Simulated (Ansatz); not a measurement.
Ansatz (a first-principles code) input (B3LYP-D3(BJ)/def2-TZVP):

Ansatz 0.2 input:
```yaml
crystal:
  periodic: [false, false, false]
  atoms:
    - {symbol: Sn, position_ang: [-0.01302065, -0.00542562, -0.00999670]}
    - {symbol: H, position_ang: [-0.00060558, -2.04636124, -0.03863062]}
    - {symbol: H, position_ang: [-0.02529986, 2.03518945, 0.02003562]}
basis:
  gaussian:
    orbitals: def2-TZVP
hamiltonian:
  xc: b3lyp
  dispersion: d3bj
total_charge: 1
magnetization: {spin_polarized: true, initial_magnetization: 1}
relax: {f_tol: 0.002, max_steps: 150}
```

End of the output:

```
relax step   7: F+E_penalty+E_count = -5856.25893150 eV  Δ(F+E_penalty+E_count) = -3.313e-1 eV  max|allowed force component| = 1.016e0 eV/Å  Δτ_max = 0.1474 Å  (38 SCF iters, accepted)
these checks for a lower state are left out or cut short: starts, cluster_reference, orbital_swaps, neighbouring_geometries, increment
integrals: 0.01 GiB planned
520 factors; their error is unknown
mean field: 0.16 GiB planned
mean field -5856.34940437 eV, -215.2168710342 hartree, gradient 1.0e-5 eV, S^2 0.755613; 0 other end points of the search recorded, 0 dependent functions left out
the calculation of the forces begins
reference -5856.34960980 eV, -215.2168785838 hartree; 12, 11 occupied and 50, 51 virtual orbitals, 520 factors
relax step   8: F+E_penalty+E_count = -5856.40152754 eV  Δ(F+E_penalty+E_count) = -1.426e-1 eV  max|allowed force component| = 6.113e-1 eV/Å  Δτ_max = 0.1949 Å  (32 SCF iters, accepted)
these checks for a lower state are left out or cut short: starts, cluster_reference, orbital_swaps, neighbouring_geometries, increment
integrals: 0.01 GiB planned
520 factors; their error is unknown
mean field: 0.16 GiB planned
mean field -5856.38431542 eV, -215.2181539918 hartree, gradient 2.3e-5 eV, S^2 0.754692; 0 other end points of the search recorded, 0 dependent functions left out
the calculation of the forces begins
reference -5856.38452024 eV, -215.2181615187 hartree; 12, 11 occupied and 50, 51 virtual orbitals, 520 factors
relax step   9: F+E_penalty+E_count = -5856.43646136 eV  Δ(F+E_penalty+E_count) = -3.493e-2 eV  max|allowed force component| = 3.346e-1 eV/Å  Δτ_max = 0.0327 Å  (31 SCF iters, accepted)
these checks for a lower state are left out or cut short: starts, cluster_reference, orbital_swaps, neighbouring_geometries, increment
integrals: 0.01 GiB planned
520 factors; their error is unknown
mean field: 0.16 GiB planned
mean field -5856.40133490 eV, -215.2187794462 hartree, gradient 1.9e-5 eV, S^2 0.754146; 0 other end points of the search recorded, 0 dependent functions left out
the calculation of the forces begins
reference -5856.40153892 eV, -215.2187869439 hartree; 12, 11 occupied and 50, 51 virtual orbitals, 520 factors
relax step  10: F+E_penalty+E_count = -5856.45366966 eV  Δ(F+E_penalty+E_count) = -1.721e-2 eV  max|allowed force component| = 5.192e-2 eV/Å  Δτ_max = 0.0600 Å  (32 SCF iters, accepted)
these checks for a lower state are left out or cut short: starts, cluster_reference, orbital_swaps, neighbouring_geometries, increment
integrals: 0.01 GiB planned
520 factors; their error is unknown
mean field: 0.16 GiB planned
mean field evaluation 160: about -5856.4015 eV, gradient 1.9e-5 eV
mean field -5856.40151417 eV, -215.2187860343 hartree, gradient 1.9e-5 eV, S^2 0.754235; 0 other end points of the search recorded, 0 dependent functions left out
the calculation of the forces begins
reference -5856.40171823 eV, -215.2187935335 hartree; 12, 11 occupied and 50, 51 virtual orbitals, 520 factors
relax step  11: F+E_penalty+E_count = -5856.45385205 eV  Δ(F+E_penalty+E_count) = -1.824e-4 eV  max|allowed force component| = 1.559e-3 eV/Å  Δτ_max = 0.0044 Å  (33 SCF iters, accepted)
integrals: 0.01 GiB planned
520 factors; their error is unknown
mean field: 0.16 GiB planned
mean field -5856.40151417 eV, -215.2187860343 hartree, gradient 2.1e-5 eV, S^2 0.754235; 1 other end points of the search recorded, 0 dependent functions left out
the calculation of the forces begins
reference -5856.40171823 eV, -215.2187935335 hartree; 12, 11 occupied and 50, 51 virtual orbitals, 520 factors
Total energy: -5856.45405611 eV, -215.2207169150 hartree
Atom 0 at    -0.068455     0.002428    -0.590138 Å, force     0.000133     0.000235     0.001416 eV/Å
Atom 1 at     0.023859    -1.511014     0.259294 Å, force    -0.000068     0.001324    -0.000613 eV/Å
Atom 2 at     0.005670     1.491989     0.302252 Å, force    -0.000065    -0.001559    -0.000802 eV/Å
Dipole moment:     0.002049    -0.000296     0.021443 e Å
```
